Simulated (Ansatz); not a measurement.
Reaction (ligand exchange at the In–C bond): `[CH3][InH][Cl]` + `C[SeH]` → `C[Se][InH][Cl]` + CH₄

Program: Ansatz. Geometries: PBE0-D4/def2-TZVP. ΔE: electronic, gas phase. CCSD(T)/CBS is the MP2 limit (def2-TZVPP, def2-QZVPP) plus CCSD(T) − MP2 in def2-TZVPP, frozen cores. This one scheme is used for every species. Functionals use def2-TZVPP. Elements past krypton have def2 core potentials. For In, Se outer-core shells are correlated without core-valence functions, which leaves a few kJ/mol of doubt a bond. Scalar relativity is left out up to krypton. One conformer a species, not always the lowest.

| level | ΔE (eV) |
| --- | --- |
| r2SCAN-D4 | -1.40 |
| r2SCANh | -1.39 |
| LC-ωPBE | -1.27 |
| SCS-MP2/def2-QZVPP | -1.36 |

Q: What does CCSD(T)/CBS give? (An estimate is asked.)

A: The calculation gave: -1.39 eV. The listed levels differ from it by -0.01, 0.00, 0.12, 0.03 eV.

Largest T1 diagnostic among the species: 0.012.

The D4 term adds −0.07 eV with B3LYP and −0.04 eV with PBE0; it sums over pairs of atoms, weighted by their polarisabilities, and B3LYP, whose exchange is more repulsive, gets the larger term. In def2-TZVPP, CCSD(T) changes the Hartree–Fock value by +0.08 eV (the triples alone add −0.01 eV) and MP2 by +0.03 eV.

B3LYP here is the variant with VWN-RPA as its local correlation; programs differ in this.
